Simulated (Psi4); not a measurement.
CH4N (SMILES C[NH]), doublet, geometry from GFN2-xTB; B3LYP5/6-31G** in Psi4.

Here is a job for Psi4.
```
memory 2 GB

molecule mol {
0 2
C     0.050903    0.606579    0.040885
N     0.002142   -0.786418    0.062737
H    -0.956248    1.058042    0.013970
H    -0.493302   -1.148417   -0.751663
H     0.585541    0.964132    0.922197
H     0.543592    0.991691   -0.868973
}

set {
  basis 6-31g**
  reference uks
}

energy('b3lyp5')
print_variables()
```

Output, abridged:

```
   => Loading Basis Set <=

    Name: 6-31G**
    Role: ORBITAL
    Keyword: BASIS

         ---------------------------------------------------------
                                   SCF
               by Justin Turney, Rob Parrish, Andy Simmonett
                          and Daniel G. A. Smith
                              UKS Reference
         ---------------------------------------------------------

  ==> Geometry <==

    Molecular point group: c1
    Full point group: C1

    Geometry (in Angstrom), charge = 0, multiplicity = 2:

       Center              X                  Y                   Z               Mass
    ------------   -----------------  -----------------  -----------------  -----------------
         C            0.040318251014     0.668284173328     0.018267386634    12.000000000000
         N           -0.008442748986    -0.724712826672     0.040119386634    14.003074004430
         H           -0.966832748986     1.119747173328    -0.008647613366     1.007825032230
         H           -0.503886748986    -1.086711826672    -0.774280613366     1.007825032230
         H            0.574956251014     1.025837173328     0.899579386634     1.007825032230
         H            0.533007251014     1.053396173328    -0.891590613366     1.007825032230

  Running in c1 symmetry.

  Rotational constants: A =      4.22021  B =      0.88883  C =      0.84697 [cm^-1]
  Rotational constants: A = 126518.80790  B =  26646.37599  C =  25391.60061 [MHz]
  Nuclear repulsion =   36.728875984957554

  Charge       = 0
  Multiplicity = 2
  Electrons    = 17
  Nalpha       = 9
  Nbeta        = 8

  ==> Algorithm <==

  SCF Algorithm Type is DF.
  DIIS enabled.
  MOM disabled.
  Fractional occupation disabled.
  Guess Type is SAD.
  Energy threshold   = 1.00e-06
  Density threshold  = 1.00e-06
  Integral threshold = 1.00e-12

  ==> Primary Basis <==

  Basis Set: 6-31G**
    Blend: 6-31G**
    Number of shells: 24
    Number of basis functions: 50
    Number of Cartesian functions: 50
    Spherical Harmonics?: false
    Max angular momentum: 2

  ==> DFT Potential <==

   => LibXC <=

    Version 7.1.2
    S. Lehtola, C. Steigemann, M. J. T. Oliveira, and M. A. L. Marques,  SoftwareX 7, 1–5 (2018) (10.1016/j.softx.2017.11.002)

   => Composite Functional: B3LYP5 <=

    B3LYP5 Hyb-GGA Exchange-Correlation Functional

    P. J. Stephens, F. J. Devlin, C. F. Chabalowski, and M. J. Frisch,  J. Phys. Chem. 98, 11623 (1994) (10.1021/j100096a001)

[...]
      Ntotal   =   16.9999945191 ; deviation = -5.481e-06

   @Spin Contamination Metric:   3.333951842E-03
   @S^2 Expected:                7.500000000E-01
   @S^2 Observed:                7.533339518E-01
   @S   Expected:                5.000000000E-01
   @S   Observed:                5.000000000E-01

    Orbital Energies [Eh]
    ---------------------

    Alpha Occupied:

[...]
    Alpha Virtual:

[...]
    Beta Occupied:

[...]
    Beta Virtual:

[...]
    Final Occupation by Irrep:
              A
    DOCC [     8 ]
    SOCC [     1 ]
    NA   [     9 ]
    NB   [     8 ]

  @DF-UKS Final Energy:   -95.13401398338139

   => Energetics <=

    Nuclear Repulsion Energy =             36.7288759849575541
    One-Electron Energy =                -200.2977282817865614
    Two-Electron Energy =                  79.5410218971085214
    DFT Exchange-Correlation Energy =     -11.1061835836609237
    Empirical Dispersion Energy =           0.0000000000000000
    VV10 Nonlocal Energy =                  0.0000000000000000
    Total Energy =                        -95.1340139833813936

  UHF NO Occupations:
  HONO-2 :    7  A 1.9995625
  HONO-1 :    8  A 1.9991726
  HONO-0 :    9  A 1.0000000
  LUNO+0 :   10  A 0.0008274
  LUNO+1 :   11  A 0.0004375
  LUNO+2 :   12  A 0.0002423
  LUNO+3 :   13  A 0.0000943

Computation Completed

Properties will be evaluated at   0.000000,   0.000000,   0.000000 [a0]

Properties computed using the SCF density matrix

 Multipole Moments:

 ------------------------------------------------------------------------------------
     Multipole            Electronic (a.u.)      Nuclear  (a.u.)        Total (a.u.)
 ------------------------------------------------------------------------------------

 L = 1.  Multiply by 2.5417464519 to convert [e a0] to [Debye]
 Dipole X            :          0.0604622           -0.3400482           -0.2795860
 Dipole Y            :         -1.4943353            1.9822924            0.4879570
 Dipole Z            :          0.2150008           -0.7265986           -0.5115978
 Magnitude           :                                                    0.7602649

 ------------------------------------------------------------------------------------

  Variable Map:
  ----------------------------------------------------------------------------
[...]
  Array Variable Map:
  ----------------------------------------------------------------------------
[...]
[...]
```
